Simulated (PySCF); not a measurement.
Level sweep

Compound: GeH₆O₂Si.
Atom-mapped SMILES: `[OH:1][SiH2:2][O:3][GeH3:4]` (hydrogens: H5 on O1; H6, H7 on Si2; H8, H9, H10 on Ge4)

PySCF, dipoles from the SCF density, polarisabilities from static response with core orbitals frozen. One conformer (not necessarily the lowest) at the PBE0-D3(BJ)/def2-SVP geometry, without solvent, vibrations or thermal averaging. The LDA/def2-SVPD calculation is non-relativistic and has no spin–orbit coupling, an omission that weighs most on germanium.

The anisotropy is √(½[(α1 − α2)² + (α2 − α3)² + (α3 − α1)²]).

```tsv
level	μ (D)	α (Å³)	anisotropy (Å³)
LDA/def2-SVPD	1.264	10.13	2.00
PBE/def2-SVPD	1.220	9.92	1.98
B3LYP/def2-SVPD	1.245	9.51	1.71
PBE0/def2-SVPD	1.247	9.42	1.71
BHandHLYP/def2-SVPD	1.276	9.03	1.47
CAM-B3LYP/def2-SVPD	1.266	9.36	1.60
wB97X-D/def2-SVPD	1.256	9.34	1.61
LC-wPBE/def2-SVPD	1.272	9.17	1.57
HF/def2-SVPD	1.330	8.49	1.19
PBE0/6-31G*	1.479	7.38	1.75
PBE0/def2-SVP	1.492	7.94	1.59
PBE0/aug-cc-pVDZ	1.202	9.58	1.76
PBE0/def2-TZVP	1.299	8.90	1.68
PBE0/def2-TZVPD	1.224	9.51	1.70
```

The dipole runs from 1.20 D (PBE0/aug-cc-pVDZ) to 1.49 D (PBE0/def2-SVP). No reference polarisability is at hand; against PBE0 in the largest diffuse basis at hand (def2-TZVPD) the other PBE0 rows deviate by 6-31G* -22%, def2-SVP -16%, def2-SVPD -1%, aug-cc-pVDZ +1%, def2-TZVP -6%. In one basis (def2-SVPD) the functionals order the polarisability from HF (lowest) to LDA (highest), a spread of 19%. With PBE0 the polarisability is 8.08 Å³ without diffuse functions (mean of 6-31G*, def2-SVP and def2-TZVP) and 9.51 Å³ with them (mean of def2-SVPD, aug-cc-pVDZ and def2-TZVPD).

Without π bonds the low states are Rydberg-like; a valence basis with one diffuse set may place them up to an eV too high.
